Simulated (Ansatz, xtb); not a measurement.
## Relative energy of two structures of AlFGeH3

We compare a, a doublet given by its coordinates, with b, a doublet given by its coordinates. Both are isolated molecules in the gas phase, relaxed with B3LYP/6-31G*.

a (Å):

```xyz
6

Al    0.6740   -0.9289    0.0843
F    -0.2878   -2.1904   -0.4054
Ge    0.1252    1.4230   -0.6414
H    -0.2465    0.3944    0.8076
H     2.0823   -1.2011    0.7331
H    -1.4437    1.4306   -0.8971
```

Close contacts (Å): Al1–F2 1.66, Al1–Ge3 2.52, Al1–H4 1.77, Al1–H5 1.57, Ge3–H4 1.82, Ge3–H6 1.59.

b (Å):

```xyz
6

Al   -0.3295    0.0346   -0.1449
F    -0.2130   -0.5012    1.4223
Ge    1.4643    1.8217   -1.0803
H    -1.4846   -0.5039   -1.0718
H    -0.0817    1.7771   -0.2408
H     1.2530    0.0821   -0.9196
```

Close contacts (Å): Al1–F2 1.66, Al1–Ge3 2.70, Al1–H4 1.58, Al1–H5 1.76, Al1–H6 1.76, Ge3–H5 1.76, Ge3–H6 1.76.

Energies in hartree; the thermal terms are from B3LYP/6-31G* harmonic frequencies (ideal gas, rigid rotor, one conformer each, 400 K, 1 atm) and include the zero-point energy:

|  | a | b |
| --- | --- | --- |
| E, CCSD(T)/def2-SVP | −2418.573082 | −2418.590233 |
| E, MP2/def2-SVP | −2418.538302 | −2418.555367 |
| E, MP2/def2-TZVPP | −2419.122645 | −2419.138823 |
| zero-point energy | 0.022952 | 0.024241 |
| H(400 K) − E | 0.032628 | 0.033325 |
| G(400 K) − E | −0.020222 | −0.018473 |

Correct the CCSD(T) difference for the basis set by the MP2 change, then work out ΔE, ΔE₀, ΔH and ΔG for a → b in kJ/mol (1 Eh = 2625.50 kJ/mol) and the equilibrium ratio [b]/[a].

1. Differences b − a: CCSD(T) −0.017151, MP2 in the small set −0.017065, MP2 in the large set −0.016178 Eh.
2. ΔE = −0.017151 + (−0.016178 − (−0.017065)) = −0.016264 Eh = −42.70 kJ/mol.
3. ΔE₀ = ΔE + ΔZPE = −0.016264 + (+0.001289) Eh = −39.32 kJ/mol.
4. ΔH = ΔE + (+0.000697) Eh = −40.87 kJ/mol.
5. ΔG = ΔE + (+0.001749) Eh = −38.11 kJ/mol, so ΔS = (ΔH − ΔG)/T = −6.9 J/(mol K).
6. kT = 1.2667 mEh, so K = [b]/[a] = exp(−ΔG/kT) = exp(+11.46) ≈ 9.5 × 10^4.

Structure b is favoured at this temperature. An error of 4 kJ/mol in ΔG would change K by a factor of 3.3. Mirror images and further conformers aren't counted.

Other levels gave ΔE = −38.6 (B3LYP/6-31G*); −46.2 (HF/def2-SVP); −44.8 (MP2/def2-SVP); −45.0 (CCSD(T)/def2-SVP) kJ/mol. Open shells are spin-unrestricted. The correlated steps freeze 15 core orbitals; the filled d shell of Ge is correlated, in a basis made for valence electrons. Programs: Ansatz 0.2.0.
